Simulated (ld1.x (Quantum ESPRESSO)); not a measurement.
# molybdenum: one change to a TM potential, before and after

- Element: molybdenum
- Generator: ld1.x (Quantum ESPRESSO) 7.5
- Type: norm-conserving Troullier–Martins (Kleinman–Bylander form)
- Functional: revPBE
- Relativity: fully relativistic
- Frozen core: [Kr]
- Valence charge: 6
- Reference configuration: 4d4.5 5s0 5p0 (charge +1.5)
- Partial waves: 5s (bound, empty): rc 2.25 bohr; 5p (bound, empty): rc 2.55 bohr; 4d (bound): rc 1.55 bohr
- Local potential: all-electron potential smoothed inside 1.85 bohr (lloc = -1)
- Core correction: Bessel-smoothed model core inside 0.85 bohr

Open shells are filled in proportion to 2j + 1 (rel_dist='average').

Change: all radii but the core radius scaled by about 0.81 (s 1.82, p 2.06, d 1.24 bohr); local potential all-electron potential smoothed inside 1.50 bohr (lloc = -1).

Cutoffs: the cutoffs (Ry, on a coarse ladder) from which the occupation-weighted sum of valence levels, in a spherical-Bessel basis at the reference potential, stays within 10 and 1 mRy of its value at 400 Ry; they do not see the model core or the augmentation charge, which bear on the density cutoff. Errors are all-electron minus pseudo energies relative to the spin-unpolarised reference configuration.

**Question.** What does the change do?

**Answer.** The potential gets harder (45 Ry and 50 Ry → 60 Ry and 90 Ry); both files keep a bound ghost (p, s); of the 7 tests that both files solve, the error grows in 3 and shrinks in 1 by more than 15 % and 0.3 meV (median size 26.3 → 25.4 meV). A smaller radius makes the pseudo-wave follow the all-electron one further in, where it bends more sharply, so more plane waves are needed.

```csv
quantity,base,changed
"cutoff, loose",45 Ry,60 Ry
"cutoff, tight",50 Ry,90 Ry
bound ghosts,"s, p3/2, p1/2","s, p3/2, p1/2"
"error for 4d5 5s1 5p0, meV [ΔE -13.16 eV]",-12,-22
"error for 4d5 5s0 5p0, meV [ΔE -6.38 eV]",-15,-15
"error for 4d4 5s0 5p0, meV [ΔE 8.99 eV]",-26,-25
"error for 4d5 5s0 5p1, meV [ΔE -10.05 eV]",-1969,-28
"error for 4d5.5 5s0.5 5p0, meV [ΔE -12.89 eV]",-29,-35
"error for 4d2 5s0 5p0, meV [ΔE 75.09 eV]",-1260,-1249
"error for 4d5 5s0.5 5p0, meV [ΔE -10.48 eV]",-12,-18
```

Base: These tests converged, but a pseudo level misses the all-electron one widely, so the file describes the atom poorly there or has found another state: 4d5 5s0 5p1: 4d by 2.7 eV. A true bound ghost makes a file unfit for plane-wave use even where its test errors are small: the radial tests pick states by their node count and pass the ghost by.
